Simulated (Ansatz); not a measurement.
`CB(N)Br` + `CCF` → `NB(F)Br` + propane at 500 K and 1 bar (formal exchange of groups at a B–C bond).

Program: Ansatz. Geometries: PBE0-D4/def2-TZVP. ΔE: electronic, gas phase. CCSD(T)/CBS adds triple-zeta CCSD(T) − MP2 to the extrapolated MP2 energy (def2 sets, frozen cores). For Br outer-core shells are correlated without core-valence functions, which leaves a few kJ/mol of doubt a bond. Scalar relativity is left out up to krypton. One conformer a species, not always the lowest.

```
  species  CCSD(T)/CBS energy (Eh)  H − E (kJ/mol)  S (J/(mol·K))
`CB(N)Br`              -2693.98242           219.3          369.7
    `CCF`               -178.90141           205.5          299.6
`NB(F)Br`              -2753.96125           122.3          341.4
    `CCC`               -118.98051           304.1          314.1
```

H − E and S are ideal-gas, rigid-rotor, harmonic terms from PBE0-D4/def2-TZVP, for one conformer and one mirror image of each species. 1 Eh = 2625.50 kJ/mol, R = 8.31446 J/(mol·K).

**Question.** By hand: ΔE, ΔH, ΔS and ΔG.

**Answer.** ΔE = (-2753.96125) + (-118.98051) − (-2693.98242) − (-178.90141) = -0.05793 Eh = -152.1 kJ/mol. Δ(H − E) = 122.3 + 304.1 − 219.3 − 205.5 = 1.6, so ΔH = -150.5 kJ/mol. ΔS = 341.4 + 314.1 − 369.7 − 299.6 = -13.8 J/(mol·K). ΔG = -150.5 − 500 × (-13.8)/1000 = -143.6 kJ/mol.

**Question.** By hand: the equilibrium constant, and the temperature at which ΔG would vanish if ΔH and ΔS stayed fixed.

**Answer.** log₁₀ K = −ΔG/(RT ln 10) = 15.0. ΔG = 0 at ΔH/ΔS = 10906 K, far beyond where these terms or the molecules hold.

The number of gas molecules stays the same, so ΔS is small and ΔH decides. A doubt of 5 kJ/mol in ΔE shifts log₁₀ K by 0.5 here. Other conformers and mirror images would add mixing entropy, several J/(mol·K) or more a flexible species. These are equilibria of isolated gas molecules and say nothing of rates. Largest T1 diagnostic: 0.010 (customary marks: 0.02 for closed shells, 0.045 for open ones).
